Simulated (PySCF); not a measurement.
# ECD: `N#C[C@H]1C[C@@H](F)C[C@@H]1F`, C$_{6}$H$_{7}$F$_{2}$N

Geometry:
| atom | x (Å) | y (Å) | z (Å) |
| --- | --- | --- | --- |
| N1 | -2.034 | -2.186 | -0.578 |
| C2 | -1.543 | -1.314 | -0.028 |
| C3 | -0.931 | -0.205 | 0.666 |
| C4 | 0.516 | -0.520 | 1.073 |
| C5 | 1.348 | -0.233 | -0.179 |
| F6 | 1.525 | -1.398 | -0.898 |
| C7 | 0.541 | 0.768 | -1.020 |
| C8 | -0.780 | 0.995 | -0.283 |
| F9 | -0.700 | 2.147 | 0.475 |
| H10 | -1.556 | 0.058 | 1.526 |
| H11 | 0.821 | 0.149 | 1.877 |
| H12 | 0.644 | -1.553 | 1.395 |
| H13 | 2.357 | 0.116 | 0.059 |
| H14 | 1.065 | 1.714 | -1.143 |
| H15 | 0.356 | 0.337 | -2.004 |
| H16 | -1.637 | 1.133 | -0.950 |

Theory: PySCF, TDDFT B3LYP/def2-SVPD circular dichroism and optical rotation, one conformer, gas phase. Geometry: GFN2-xTB.

(1) What are the CIP labels of the stereocentres?

(2) Which excitations and rotatory strengths does the calculation give?

Answers

(1) C3 R, C5 R, C8 S.

(2) Rotatory strengths R in 10⁻⁴⁰ esu² cm², velocity form and length form (origin at the centre of mass); f in length form.
| state | E (eV) | λ (nm) | f | R (velocity) | R (length) | main |
| --- | --- | --- | --- | --- | --- | --- |
| 1 | 7.66 | 162 | 0.0003 | -0.3 | -0.3 | HOMO→LUMO 0.37, HOMO→LUMO+1 0.22 |
| 2 | 7.94 | 156 | 0.006 | -3.1 | -3.2 | HOMO−1→LUMO 0.38, HOMO→LUMO+2 0.26 |
| 3 | 7.99 | 155 | 0.003 | +1.2 | +1.3 | HOMO−1→LUMO+2 0.39, HOMO→LUMO 0.20 |
| 4 | 8.43 | 147 | 0.0006 | -0.3 | -0.1 | HOMO−2→LUMO 0.53, HOMO→LUMO 0.19 |
| 5 | 8.46 | 147 | 0.004 | +4.7 | +4.8 | HOMO−2→LUMO 0.38, HOMO→LUMO+1 0.31 |
| 6 | 8.56 | 145 | 0.012 | -35.0 | -34.8 | HOMO−1→LUMO+1 0.44, HOMO−1→LUMO+2 0.27 |
| 7 | 8.64 | 143 | 0.004 | +14.0 | +13.9 | HOMO−3→LUMO 0.41, HOMO→LUMO+2 0.14 |
| 8 | 8.78 | 141 | 0.009 | +3.7 | +3.7 | HOMO−2→LUMO+1 0.87 |
| 9 | 8.87 | 140 | 0.025 | +0.4 | +0.1 | HOMO−4→LUMO 0.48, HOMO−3→LUMO 0.12 |
| 10 | 8.97 | 138 | 0.005 | -0.3 | -0.3 | HOMO−3→LUMO 0.22, HOMO→LUMO+3 0.18 |
| 11 | 9.04 | 137 | 0.009 | +28.1 | +27.6 | HOMO−2→LUMO+2 0.44, HOMO−1→LUMO+4 0.09 |
| 12 | 9.06 | 137 | 0.026 | +22.8 | +23.3 | HOMO−3→LUMO+1 0.63, HOMO−2→LUMO+2 0.09 |

Among the states computed, the strongest CD band (largest |R|) is state 6. The largest dissymmetry factor in size, g = 4R/(D+G), with D and G the electric and magnetic dipole strengths, is +0.043 for state 11 (velocity form, f = 0.009), among bands with |R| over 0.5. The mirror image has the same energies and oscillator strengths and all R with the opposite sign.
